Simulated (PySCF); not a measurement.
Vertical excitations of a molecule C₂H₉AlN₂ from TDA-PBE/def2-SVPD run with PySCF, as energy in eV (oscillator strength): 4.51 (0.000), 5.12 (0.003), 5.16 (0.146), 5.24 (0.038), 5.65 (0.012), 5.70 (0.074), 5.74 (0.004), 5.78 (0.002), 6.25 (0.000), 6.28 (0.011). Lowest triplet (TDA): 4.30 eV. Geometry optimised at TPSSh-D3(BJ)/def2-SVP. The values are those of a single conformer.

**Question.** Pick the molecule that these values belong to.
A. C[CH2][Al]([NH2])[NH2]
B. C[NH][AlH][NH]C
C. C[N](C)[AlH][NH2]

**Answer.** B, C[NH][AlH][NH]C
